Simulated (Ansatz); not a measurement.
`C[CH](C)[Ge][F]` + `O[SiH3]` → `[F][Ge][O][SiH3]` + `CCC`  (ligand exchange at a Ge–C bond)

Isolated molecules relaxed with PBE0-D4/def2-TZVP in Ansatz; ΔE leaves out vibrations. CCSD(T)/CBS adds triple-zeta CCSD(T) − MP2 to the extrapolated MP2 energy (def2 sets, frozen cores). For Ge outer-core shells are correlated without core-valence functions, which leaves a few kJ/mol of doubt a bond. Scalar relativity is left out up to krypton. One conformer a species, not always the lowest.

`C[CH](C)[Ge][F]`:

Cartesian coordinates in Å:
```
C -0.521 1.181 -0.336
C 0.572 0.201 0.076
C 0.334 -1.190 -0.501
Ge 0.672 0.095 2.073
F -0.978 -0.508 2.284
H -1.498 0.850 0.026
H -0.583 1.262 -1.427
H -0.347 2.191 0.050
H 1.545 0.576 -0.267
H 0.291 -1.157 -1.596
H 1.127 -1.897 -0.234
H -0.614 -1.603 -0.146
```

`O[SiH3]`:

Cartesian coordinates in Å:
```
O 0.917 0.779 -0.441
Si -0.140 -0.305 0.209
H 0.564 1.459 -1.016
H -1.164 0.366 1.056
H 0.677 -1.221 1.037
H -0.854 -1.077 -0.845
```

`[F][Ge][O][SiH3]`:

```xyz
7

F     0.684   -1.839   -1.430
Ge    1.961   -0.687   -1.042
O     1.000    0.399   -0.032
Si   -0.562    0.498    0.500
H    -0.672    1.713    1.346
H    -1.497    0.613   -0.648
H    -0.914   -0.697    1.308
```

`CCC`:

Cartesian coordinates in Å:
```
C 0.601 0.140 1.127
C 0.480 -0.120 -0.365
C -0.956 -0.051 -0.857
H 0.027 -0.593 1.702
H 0.218 1.132 1.385
H 1.639 0.087 1.463
H 1.089 0.606 -0.913
H 0.899 -1.104 -0.599
H -1.025 -0.241 -1.931
H -1.391 0.934 -0.664
H -1.582 -0.790 -0.348
```

```json
{"species": "`C[CH](C)[Ge][F]`", "CCSD(T)/CBS(def2) energy (Eh)": "-2294.29857"}
{"species": "`O[SiH3]`", "CCSD(T)/CBS(def2) energy (Eh)": "-366.69042"}
{"species": "`[F][Ge][O][SiH3]`", "CCSD(T)/CBS(def2) energy (Eh)": "-2542.06230"}
{"species": "`CCC`", "CCSD(T)/CBS(def2) energy (Eh)": "-118.98051"}
```

Problem. Work out ΔE.

Solution. ΔE = (-2542.06230) + (-118.98051) − (-2294.29857) − (-366.69042) = -0.05382 Eh = -141.3 kJ/mol.

Largest T1 diagnostic among the species: 0.015.

Leaving LDA and LC-ωPBE aside and taking each functional with its dispersion term where it has one, the values, not all of them listed here, spread over 16.1 kJ/mol, from B97M-V to revPBE-D4. LDA lies +5.8 kJ/mol from PBE without D4. The D4 term adds +5.1 kJ/mol with B3LYP and +2.7 kJ/mol with PBE0; it sums over pairs of atoms, weighted by their polarisabilities, and B3LYP, whose exchange is more repulsive, gets the larger term.

B3LYP here is the variant with VWN-RPA as its local correlation; programs differ in this.
